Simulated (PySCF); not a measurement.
**How methods differ on the ionisation energy of Re⁺**

Re⁺ [Xe] 4f14 5d5 6s1 (7S) → Re²⁺ [Xe] 4f14 5d5 (6S), as a difference of total energies. Computed with PySCF 2.14 in x2c-TZVPPall (11s7p7d3f1g, 97 functions), with scalar relativity by spin-free X2C-1e. Correlated levels: valence: [Xe] 4f14 frozen. The calculations carry no spin-orbit coupling.

Order these methods by the ionisation energy they give, lowest first.
A. SCS-MP2 (valence)
B. CCSD(T) (valence)
C. UHF
D. CCSD (valence)

C (15.761 eV), A (15.954 eV), D (16.378 eV), B (16.399 eV).

Errors of the correlated levels include the incompleteness of this basis and the frozen core.

For comparison: 16.6 ± 0.5 eV (semi-empirical (NIST evaluation); NIST Atomic Spectra Database, ionization energies).
